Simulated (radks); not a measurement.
The numbers below are computed, except where a source is named.
Task: Neutral selenium, 34 electrons, occupied as [Ar] 3d10 4s2 4p4. Code: a radial shooting solver on a logarithmic mesh with Libxc functionals. Model: scalar-relativistic Kohn-Sham, PBE, spin-unpolarised, spherical densities, point nucleus. Some entries of the table are withheld. Estimate them.

orbital  occ.  eigenvalue (hartree)  <r> (bohr)
1s          2             -459.5554     0.04408
2s          2                   (1)      0.1959
2p          6             -51.94933      0.1711
3s          2              -7.84646      0.5740
3p          6              -5.62191      0.5896
3d         10              -1.95230         (2)
4s          2              -0.63530       1.795
4p          4              -0.23929         (3)

Result: 
(1) 2s eigenvalue (hartree): -59.06346
(2) 3d <r> (bohr): 0.6306
(3) 4p <r> (bohr): 2.302
